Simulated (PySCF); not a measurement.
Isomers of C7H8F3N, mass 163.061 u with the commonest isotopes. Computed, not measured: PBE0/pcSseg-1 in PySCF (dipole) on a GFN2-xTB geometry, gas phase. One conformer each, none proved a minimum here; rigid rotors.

Question: Order these by out-of-plane moment Σ m c² = (Ia + Ib − Ic)/2, largest first.
A. `[CH3:1][n:2]1[cH:3][cH:4][c:5]([CH2:6][C:7]([F:8])([F:9])[F:10])[cH:11]1` with C4–C5–C6–C7 -88°
B. `[CH2:1]=[C:2]([CH2:3][C:4]#[N:5])[CH2:6][CH2:7][C:8]([F:9])([F:10])[F:11]` with C1–C2–C3–C4 -113°, C1–C2–C6–C7 -71°, C2–C6–C7–C8 -64°
C. `[CH3:1][C@H:2]([C:3]#[N:4])[C@@H:5]([CH3:6])[C:7]([F:8])=[C:9]([F:10])[F:11]` with C1–C2–C5–C6 -178°, C2–C5–C7–F8 -57°

Answer: C (121.29 u·Å²), B (91.97 u·Å²), A (62.48 u·Å²).

Question: Order these by dipole moment, largest first.
A. `[CH3:1][n:2]1[cH:3][cH:4][c:5]([CH2:6][C:7]([F:8])([F:9])[F:10])[cH:11]1` with C4–C5–C6–C7 -88°
B. `[CH2:1]=[C:2]([CH2:3][C:4]#[N:5])[CH2:6][CH2:7][C:8]([F:9])([F:10])[F:11]` with C1–C2–C3–C4 -113°, C1–C2–C6–C7 -71°, C2–C6–C7–C8 -64°
C. `[CH3:1][C@H:2]([C:3]#[N:4])[C@@H:5]([CH3:6])[C:7]([F:8])=[C:9]([F:10])[F:11]` with C1–C2–C5–C6 -178°, C2–C5–C7–F8 -57°

Answer: A (4.00 D), B (3.60 D), C (2.13 D).

```json
{"SMILES": "C[C@H](C#N)[C@@H](C)C(F)=C(F)F", "point group": "C1", "Ia (u·Å²)": "261.82", "Ib (u·Å²)": "827.52", "Ic (u·Å²)": "846.77", "κ": "-0.98", "μa (D)": "1.97", "μb (D)": "0.13", "μc (D)": "0.78"}
{"SMILES": "C=C(CC#N)CCC(F)(F)F", "point group": "C1", "Ia (u·Å²)": "264.31", "Ib (u·Å²)": "762.86", "Ic (u·Å²)": "843.24", "κ": "-0.90", "μa (D)": "2.09", "μb (D)": "2.93", "μc (D)": "0.14"}
{"SMILES": "Cn1ccc(CC(F)(F)F)c1", "point group": "C1", "Ia (u·Å²)": "186.91", "Ib (u·Å²)": "842.64", "Ic (u·Å²)": "904.60", "κ": "-0.96", "μa (D)": "3.81", "μb (D)": "0.72", "μc (D)": "1.00"}
```
